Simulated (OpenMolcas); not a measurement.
**Mn3+: CASPT2 settings compared**

```json
{
  "Program": "OpenMolcas",
  "Basis": "ANO-RCC-VTZP [6s5p3d2f1g]",
  "Scalar Hamiltonian": "DKH3, point nucleus",
  "Active space": "4 electrons in 5 orbitals (3d)",
  "State averaging": "2S+1 = 5 even, 5 roots; 2S+1 = 3 even, 45 roots (30 in the spin-orbit step); 2S+1 = 1 even, 50 roots (0 in the spin-orbit step)",
  "Spin-orbit coupling": "RASSI with atomic mean-field integrals over the reference wave functions, term energies averaged over their components"
}
```

Methods on the same reference wave functions:
A. CASSCF
B. SS-CASPT2, IPEA 0.4 Eh, no level shift (closed shells correlated: 3s 3p)
C. SS-CASPT2, IPEA 0.4 Eh, real shift 0.25 Eh (closed shells correlated: 3s 3p)
D. SS-CASPT2, IPEA 0.35 Eh, imaginary shift 0.25 Eh (closed shells correlated: 3s 3p)

Energies in cm-1 above 3d4 5D0, the measured ground level; measured values from Corliss and Sugar, J. Phys. Chem. Ref. Data 6, 1253 (1977).

```json
{"Level": "3d4 5D0", "A": "0.0", "B": "0.0", "C": "0.0", "D": "0.0", "Measured": "0.0"}
{"Level": "3d4 5D1", "A": "102", "B": "103", "C": "103", "D": "103", "Measured": "99.0"}
{"Level": "3d4 5D2", "A": "300", "B": "304", "C": "304", "D": "304", "Measured": "287"}
{"Level": "3d4 5D3", "A": "587", "B": "592", "C": "592", "D": "592", "Measured": "552"}
{"Level": "3d4 5D4", "A": "952", "B": "954", "C": "954", "D": "954", "Measured": "886"}
{"Level": "3d4 3H4", "A": "23677", "B": "21790", "C": "21800", "D": "21740", "Measured": "21281"}
{"Level": "3d4 3H5", "A": "23856", "B": "21970", "C": "21980", "D": "21920", "Measured": "21475"}
{"Level": "3d4 3H6", "A": "24109", "B": "22230", "C": "22240", "D": "22180", "Measured": "21679"}
{"Level": "3d4 3P0", "A": "25546", "B": "21210", "C": "21230", "D": "21110", "Measured": "20654"}
{"Level": "3d4 3P1", "A": "26086", "B": "21750", "C": "21770", "D": "21650", "Measured": "21279"}
{"Level": "3d4 3P2", "A": "27170", "B": "22830", "C": "22850", "D": "22730", "Measured": "22325"}
{"Level": "3d4 3F2", "A": "27230", "B": "23440", "C": "23450", "D": "23340", "Measured": "22791"}
{"Level": "3d4 3F3", "A": "27278", "B": "23490", "C": "23510", "D": "23390", "Measured": "22862"}
{"Level": "3d4 3F4", "A": "27428", "B": "23650", "C": "23660", "D": "23550", "Measured": "22959"}
```

Deviations, from unrounded energies. A percentage is the sum of absolute deviations over the sum of measured energies, with the sign that they share, or ± where signs differ.

| Against measurement | Levels | A | B | C | D |
| --- | --- | --- | --- | --- | --- |
| mean absolute deviation (cm-1) | 13 | 2700 | 400 | 410 | 340 |
| fine structure of the ground term (%) | 4 | +6.4 | +7.1 | +7.1 | +7.1 |
| other terms of the ground configuration (%) | 9 | +17.8 | +2.6 | +2.6 | +2.2 |

D lies closest to measurement on these levels and A furthest from it. The largest miss of D in the table is 3d4 3F4, by +590 cm-1. The ranking rests on the paired levels alone, and a cruder setting can come out closer through cancelling errors.

Among B to D the level of the table that moves most is 3d4 3P2, by 120 cm-1 (lowest in D, highest in C). Moves below CASPT2's spread within the term are not significant.

The mean deviations of B to D differ by less than CASPT2's widest spread within a term (230 cm-1), so their order carries little weight.

From A to B the spin-free energies of the other terms of 3d4 shown, above 5D, scale by factors of 0.83 to 0.92, as is usual when dynamic correlation screens the repulsion within a d or f shell.

The lowest spin-free term lies below A's lowest term by 0.363 hartree in B, 0.363 hartree in C, 0.365 hartree in D.

Term energies are means over components that CASPT2 splits; among the terms shown or strongly mixed into the levels shown the widest spread is 230 cm-1 (3d4 3F, B). Some high roots are left out of the spin-orbit mixing, which shifts the levels that they would mix with. Without dynamic correlation excited terms often stand tens of per cent too high (terms of higher spin than the ground term too low), and those without a measured partner can miss by more than the paired ones (holds for A). Measured partners are found by configuration, term and J. A level has none where our copy of the source lacks it or the pairing is in doubt (some pairs that miss far off the trend of their configuration count as doubtful), and it then counts in no deviation. Only configurations of the active space appear. Levels that lie high or do not pair safely by name in every column are left out.
